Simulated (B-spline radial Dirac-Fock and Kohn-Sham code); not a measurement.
**What relativity does to the binding energies of Sm⁵⁴⁺**

System: Sm⁵⁴⁺, configuration 1s2 2s2 2p4.

Both columns are ΔSCF binding energies of the configuration average from a B-spline atomic structure program: non-relativistic Hartree-Fock with a point nucleus, and Dirac-Fock with a finite nucleus and the Coulomb interaction alone, averaged over the two j levels with weights 2j+1.

```
shell  Hartree-Fock (eV)  Dirac-Fock (eV)  shift (eV)  shift (%)
   1s            49088.1          51825.9    +2737.75      +5.58
   2s            11213.2          11999.5     +786.29      +7.01
   2p            10975.9          11283.9     +307.94      +2.81
```

Relativity binds 1s, 2s, 2p more strongly, among those listed most of all 2s in relative terms.

Values without a named source are computed, but for edge energies of neutral atoms, which are taken from tables.
